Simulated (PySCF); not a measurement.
Which level of theory gave which numbers?

C₄H₁₄AsGa.
SMILES with atom numbers: `[CH3:1][CH:2]([CH3:3])[Ga@@H-:4]([CH3:5])[AsH3+:6]` (hydrogens: H7, H8, H9 on C1; H10 on C2; H11, H12, H13 on C3; H14 on Ga4; H15, H16, H17 on C5; H18, H19, H20 on As6)

Geometry (PBE0-D3(BJ)/def2-SVP, Å), atoms numbered from 1 in this order:
```xyz
20
C4H14AsGa angstrom
C      1.4321    0.4553   -1.2224
C      1.3069    0.1080    0.2572
C      1.7898   -1.3085    0.5477
Ga    -0.5223    0.4787    0.9903
C     -1.5182    2.0888    0.3802
As    -1.8715   -1.3586   -0.4617
H      2.4682    0.3354   -1.5895
H      1.1263    1.4918   -1.4363
H      0.8018   -0.2007   -1.8500
H      1.9533    0.8069    0.8237
H      1.1866   -2.0625    0.0105
H      2.8367   -1.4634    0.2272
H      1.7308   -1.5568    1.6192
H     -0.9096   -0.1735    2.3862
H     -1.2259    2.9469    1.0085
H     -1.2901    2.3517   -0.6644
H     -2.6088    1.9761    0.4816
H     -1.9926   -1.2461   -1.9668
H     -1.5080   -2.8270   -0.4306
H     -3.3483   -1.5437   -0.1892
```

The closed-shell ground state was solved 3 times with PySCF (density fitting, gas phase), always with PBE0, in these basis sets: aug-cc-pVDZ, pcSseg-0 and pcSseg-1. The calculation is non-relativistic and has no spin–orbit coupling, an omission that weighs most on arsenic and gallium.

```json
{"row": "P", "total energy (Eh)": "-4320.3732", "HOMO (eV)": "-6.62", "LUMO (eV)": "-0.06", "dipole (D)": "2.83"}
{"row": "Q", "total energy (Eh)": "-4315.6992", "HOMO (eV)": "-6.64", "LUMO (eV)": "0.10", "dipole (D)": "3.45"}
{"row": "R", "total energy (Eh)": "-4320.7835", "HOMO (eV)": "-6.57", "LUMO (eV)": "-0.65", "dipole (D)": "2.68"}
```

**Question.** Which basis belongs to which row?

**Answer.** P = pcSseg-1, Q = pcSseg-0, R = aug-cc-pVDZ. From the lowest total energy up: aug-cc-pVDZ (290 functions) 0 eV; pcSseg-1 (220 functions) +11.17 eV; pcSseg-0 (114 functions) +138.35 eV.

One conformer stands for the species.
